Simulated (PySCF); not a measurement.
Relaxation of singlet [LaH4]-

These are results of PBE0/[La def2-TZVPD with ECP46, H def2-TZVPD], scalar-relativistic core potentials, density fitting, no spin–orbit coupling, PySCF, not measurements. A (50,194) grid was used.

A hand-made see-saw start, of C2v symmetry, held to at least that symmetry:

```xyz
5
charge -1 multiplicity 1, angstrom
La    0.0000    0.0000   -0.0210
H     0.0000    2.1119    0.1638
H     0.0000   -2.1119    0.1638
H     1.6706    0.0000    1.2842
H    -1.6706    0.0000    1.2842
```

What does it relax to?

It ends at Td with La–H 2.224 Å (×4); H–La–H 109.5° (×6) (after a last refinement on a finer grid). A frequency run shows a minimum.

How much energy is released, and in how many steps?

143.2 kJ/mol in 12 steps.
